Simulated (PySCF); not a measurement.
C3H9In (SMILES CC[CH2][InH2]), singlet, at a GFN2-xTB geometry (such geometries of metal compounds can be far from the true shape) (core potentials on In); PySCF with DF-B3LYP/def2-SVPD.

Here is a job for PySCF.
```python
from pyscf import gto, scf, dft

mol = gto.Mole()
mol.atom = '''
    In   -0.07701308    0.01747102    1.06094315
    H    -1.14205678    0.13812348    2.45070478
    H     1.60066646   -0.10078307    1.53078290
    C    -0.64013430    0.00499109   -1.10626082
    C     0.65029972   -0.02888487   -1.91450232
    C     0.38360074   -0.07682881   -3.41687649
    H    -1.22914912    0.89624204   -1.33741437
    H    -1.25953473   -0.87039937   -1.31856215
    H     1.25202036    0.85896152   -1.68404127
    H     1.24119843   -0.90759005   -1.62661261
    H    -0.19005190   -0.96548032   -3.67347965
    H     1.31981865   -0.09931968   -3.97065841
    H    -0.18186755    0.79850134   -3.73109592
'''
mol.basis = 'def2-svpd'
mol.ecp = {'In': 'def2-svpd'}
mol.verbose = 4
mol.max_memory = 1800
mol.build()

mf = dft.RKS(mol)
mf.xc = 'b3lyp'
mf = mf.density_fit(auxbasis='def2-universal-jkfit')
mf.kernel()
```

Output, abridged:

```
PySCF version 2.14.0

[INPUT] verbose = 4
[INPUT] num. atoms = 13
[INPUT] num. electrons = 48
[INPUT] charge = 0
[INPUT] spin (= nelec alpha-beta = 2S) = 0
[INPUT] symmetry False subgroup None
[INPUT] Mole.unit = angstrom
[INPUT] Symbol           X                Y                Z      unit          X                Y                Z       unit  Magmom
[INPUT]  1 In    -0.077013080000   0.017471020000   1.060943150000 AA   -0.145533629209   0.033015442917   2.004891987233 Bohr   0.0
[INPUT]  2 H     -1.142056780000   0.138123480000   2.450704780000 AA   -2.158174532903   0.261015548572   4.631160846362 Bohr   0.0
[INPUT]  3 H      1.600666460000  -0.100783070000   1.530782900000 AA    3.024821226177  -0.190452400293   2.892760437167 Bohr   0.0
[INPUT]  4 C     -0.640134300000   0.004991090000  -1.106260820000 AA   -1.209678509940   0.009431793163  -2.090529972137 Bohr   0.0
[INPUT]  5 C      0.650299720000  -0.028884870000  -1.914502320000 AA    1.228888369681  -0.054584493444  -3.617885049644 Bohr   0.0
[INPUT]  6 C      0.383600740000  -0.076828810000  -3.416876490000 AA    0.724900339780  -0.145185409376  -6.456960767565 Bohr   0.0
[INPUT]  7 H     -1.229149120000   0.896242040000  -1.337414370000 AA   -2.322755203050   1.693651996921  -2.527346874358 Bohr   0.0
[INPUT]  8 H     -1.259534730000  -0.870399370000  -1.318562150000 AA   -2.380175684078  -1.644816428294  -2.491721341718 Bohr   0.0
[INPUT]  9 H      1.252020360000   0.858961520000  -1.684041270000 AA    2.365975582779   1.623202024340  -3.182376782765 Bohr   0.0
[INPUT] 10 H      1.241198430000  -0.907590050000  -1.626612610000 AA    2.345525098940  -1.715096627880  -3.073852343664 Bohr   0.0
[INPUT] 11 H     -0.190051900000  -0.965480320000  -3.673479650000 AA   -0.359146040453  -1.824493383457  -6.941870462663 Bohr   0.0
[INPUT] 12 H      1.319818650000  -0.099319680000  -3.970658410000 AA    2.494095782593  -0.187686993979  -7.503456929101 Bohr   0.0
[INPUT] 13 H     -0.181867550000   0.798501340000  -3.731095920000 AA   -0.343679860446   1.508948842698  -7.050749433282 Bohr   0.0

nuclear repulsion = 183.08816198434
number of shells = 72
number of NR pGTOs = 247
number of NR cGTOs = 164
basis = def2-svpd
ecp = {'In': 'def2-svpd'}

******** <class 'pyscf.df.df_jk.DFRKS'> ********
method = DFRKS
initial guess = minao
damping factor = 0
level_shift factor = 0
DIIS = <class 'pyscf.scf.diis.CDIIS'>
diis_start_cycle = 1
diis_space = 8
diis_damp = 0
SCF conv_tol = 1e-09
SCF conv_tol_grad = None
SCF max_cycles = 50
direct_scf = False
XC library pyscf.dft.libxc version 7.1.2
    S. Lehtola, C. Steigemann, M. J. T. Oliveira, and M. A. L. Marques,  SoftwareX 7, 1–5 (2018)
XC functionals = b3lyp
    P. J. Stephens, F. J. Devlin, C. F. Chabalowski, and M. J. Frisch,  J. Phys. Chem. 98, 11623 (1994)
radial grids:
    Treutler-Ahlrichs [JCP 102, 346 (1995); DOI:10.1063/1.469408] (M4) radial grids

becke partition: Becke, JCP 88, 2547 (1988); DOI:10.1063/1.454033
pruning grids: <function nwchem_prune>
grids dens level: 3
symmetrized grids: False
atomic radii adjust function: <function treutler_atomic_radii_adjust>
small_rho_cutoff = 0
Set gradient conv threshold to 3.16228e-05
Initial guess from minao.
tot grids = 152504
******** <class 'pyscf.df.df.DF'> ********
auxbasis = def2-universal-jkfit
init E= -288.309896888154
  HOMO = -0.573931852891661  LUMO = -0.568437504858454  gap/eV = 0.14951
cycle= 1 E= -307.343939861657  delta_E=  -19  |g|= 2.62  |ddm|= 15.3
  HOMO = -0.0423869127315708  LUMO = -0.0300406365014396  gap/eV = 0.33596
cycle= 2 E= -232.621895129399  delta_E= 74.7  |g|= 9.46  |ddm|= 60.6
  HOMO = -0.263702259037649  LUMO = -0.0942538781061337  gap/eV = 4.61093
cycle= 3 E= -309.777197280601  delta_E= -77.2  |g|= 0.313  |ddm|= 60.3
  HOMO = -0.245797396377087  LUMO = -0.071167735411823  gap/eV = 4.75192
cycle= 4 E= -309.805192583045  delta_E= -0.028  |g|= 0.19  |ddm|= 1.22
  HOMO = -0.250309108168745  LUMO = -0.0733843651251735  gap/eV = 4.81437
cycle= 5 E= -309.8156441039  delta_E= -0.0105  |g|= 0.0734  |ddm|= 0.447
  HOMO = -0.256628845167258  LUMO = -0.0691035338474695  gap/eV = 5.10282
cycle= 6 E= -309.817063253005  delta_E= -0.00142  |g|= 0.0307  |ddm|= 0.158
  HOMO = -0.253631303933142  LUMO = -0.0684194061946801  gap/eV = 5.03987
cycle= 7 E= -309.81730035287  delta_E= -0.000237  |g|= 0.00703  |ddm|= 0.0461
  HOMO = -0.254694844132484  LUMO = -0.0689589847158434  gap/eV = 5.05413
cycle= 8 E= -309.817311619405  delta_E= -1.13e-05  |g|= 0.00275  |ddm|= 0.0142
  HOMO = -0.254480450232975  LUMO = -0.0690608424787023  gap/eV = 5.04552
cycle= 9 E= -309.817313917648  delta_E= -2.3e-06  |g|= 0.000438  |ddm|= 0.00483
  HOMO = -0.254466780679524  LUMO = -0.0690595793044935  gap/eV = 5.04519
cycle= 10 E= -309.817313961273  delta_E= -4.36e-08  |g|= 0.000163  |ddm|= 0.000943
  HOMO = -0.254451504392675  LUMO = -0.0690364189502493  gap/eV = 5.04540
cycle= 11 E= -309.817313969145  delta_E= -7.87e-09  |g|= 5.84e-05  |ddm|= 0.000381
  HOMO = -0.25444733950366  LUMO = -0.0690325369680682  gap/eV = 5.04539
cycle= 12 E= -309.817313969896  delta_E= -7.51e-10  |g|= 1.4e-05  |ddm|= 9.65e-05
  HOMO = -0.254450005869314  LUMO = -0.0690356254792821  gap/eV = 5.04538
Extra cycle  E= -309.817313969918  delta_E= -2.17e-11  |g|= 1.26e-05  |ddm|= 5.43e-05
converged SCF energy = -309.817313969918
```
